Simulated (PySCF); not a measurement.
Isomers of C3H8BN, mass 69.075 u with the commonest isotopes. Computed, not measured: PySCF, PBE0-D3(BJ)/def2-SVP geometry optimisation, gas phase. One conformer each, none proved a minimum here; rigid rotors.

Problem. Order these by rotational constant B, largest first.
A. `C=NB(C)C`
B. `[BH3-][N+]#CCC`
C. `[BH2:1][NH:2][CH2:3][CH:4]=[CH2:5]` with B1–N2–C3–C4 -114°, N2–C3–C4–C5 8°
D. `[BH2:1][NH:2][CH:3]1[CH2:4][CH2:5]1` with B1–N2–C3–C4 144°
E. `BN1C[C@@H]1C`

Solution. E (4250 MHz), A (3561 MHz), C (3232 MHz), D (3099 MHz), B (2129 MHz).

Problem. Order these by rotational constant A, smallest first.
A. `[BH2:1][NH:2][CH:3]1[CH2:4][CH2:5]1` with B1–N2–C3–C4 144°
B. `[BH2:1][NH:2][CH2:3][CH:4]=[CH2:5]` with B1–N2–C3–C4 -114°, N2–C3–C4–C5 8°
C. `C=NB(C)C`
D. `BN1C[C@@H]1C`
E. `[BH3-][N+]#CCC`

Solution. C (7280 MHz), D (9065 MHz), B (10826 MHz), A (15077 MHz), E (19666 MHz).

Problem. Order these by out-of-plane moment Σ m c² = (Ia + Ib − Ic)/2, smallest first.
A. `[BH2:1][NH:2][CH2:3][CH:4]=[CH2:5]` with B1–N2–C3–C4 -114°, N2–C3–C4–C5 8°
B. `C[C@@H]1N(C1)B`
C. `[BH2:1][NH:2][CH:3]1[CH2:4][CH2:5]1` with B1–N2–C3–C4 144°
D. `[BH3-][N+]#CCC`
E. `C=NB(C)C`

Solution. E (4.91 u·Å²), D (5.27 u·Å²), A (9.38 u·Å²), B (10.37 u·Å²), C (13.40 u·Å²).

```
        SMILES  point group  Ia (u·Å²)  Ib (u·Å²)  Ic (u·Å²)      κ  μa (D)  μb (D)  μc (D)
[BH3-][N+]#CCC            –      25.70     237.33     252.49  -0.99    7.37    1.31    0.00
        BNCC=C           C1      46.68     156.37     184.29  -0.88    1.48    0.88    1.06
  BN1C[C@@H]1C           C1      55.75     118.90     153.90  -0.67    2.18    1.13    0.16
       BNC1CC1           Cs      33.52     163.08     169.80  -0.98    2.04    0.00    0.74
      C=NB(C)C            –      69.42     141.94     201.54  -0.56    1.30    0.00    0.04
```
